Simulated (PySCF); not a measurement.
Electron correlation in Rh²⁺ (rhodium, charge +2)

[Kr] 4d6 5p1, one real determinant (an excited configuration). All numbers are calculated (PySCF 2.14, a scalar-relativistic core potential, in aug-cc-pVTZ-PP with ECP28MDF). Frozen: 4s2 4p6; 7 electrons correlated.

```csv
level,correlation energy (mhartree)
CCSD,-134.71
(T),-3.58
CCSD(T),-138.29
```

Diagnostics: T1 = 0.0070, D1 = 0.0255, largest double amplitude 0.080.

The real determinant used has ⟨L²⟩ near 8 against 12 for a pure F term, so it mixes terms.

Cost of the coupled-cluster step: roughly 40 core-seconds, for 7 correlated electrons.

Iterations:

```
CC2 = 0
CCSD nocc = (np.int64(6), np.int64(1)), nmo = (84, 84)
frozen orbitals [[0, 1, 2, 3], [0, 1, 2, 3]]
max_cycle = 100
direct = 0
conv_tol = 1e-08
conv_tol_normt = 1e-06
diis_space = 8
diis_start_cycle = 0
Init t2, MP2 energy = -0.127636360096391
Init E_corr(UCCSD) = -0.127636360097491
cycle = 1  E_corr(UCCSD) = -0.132764379826045  dE = -0.00512801973  norm(t1,t2) = 0.0233991
cycle = 2  E_corr(UCCSD) = -0.133534530460383  dE = -0.000770150634  norm(t1,t2) = 0.0120228
cycle = 3  E_corr(UCCSD) = -0.134121339307301  dE = -0.000586808847  norm(t1,t2) = 0.00893369
cycle = 4  E_corr(UCCSD) = -0.134419213454927  dE = -0.000297874148  norm(t1,t2) = 0.00644749
cycle = 5  E_corr(UCCSD) = -0.134685082304608  dE = -0.00026586885  norm(t1,t2) = 0.0033088
cycle = 6  E_corr(UCCSD) = -0.134712689060018  dE = -2.76067554e-05  norm(t1,t2) = 0.00131148
cycle = 7  E_corr(UCCSD) = -0.134711415907214  dE = 1.2731528e-06  norm(t1,t2) = 0.000350367
cycle = 8  E_corr(UCCSD) = -0.134715139287973  dE = -3.72338076e-06  norm(t1,t2) = 0.000142372
cycle = 9  E_corr(UCCSD) = -0.134714820386754  dE = 3.18901219e-07  norm(t1,t2) = 4.3042e-05
cycle = 10  E_corr(UCCSD) = -0.134714822467084  dE = -2.08032994e-09  norm(t1,t2) = 1.26449e-05
cycle = 11  E_corr(UCCSD) = -0.134714858084817  dE = -3.56177329e-08  norm(t1,t2) = 5.25396e-06
cycle = 12  E_corr(UCCSD) = -0.13471481568632  dE = 4.23984961e-08  norm(t1,t2) = 1.82077e-06
cycle = 13  E_corr(UCCSD) = -0.134714798027765  dE = 1.7658555e-08  norm(t1,t2) = 5.5851e-07
cycle = 14  E_corr(UCCSD) = -0.13471479679898  dE = 1.22878566e-09  norm(t1,t2) = 1.78156e-07
UCCSD converged
E(UCCSD) = -108.3128069164423  E_corr = -0.1347147967989797
UCCSD(T) correction = -0.00357955671884419
```

The reference is one real determinant that mixes LS terms of this configuration.
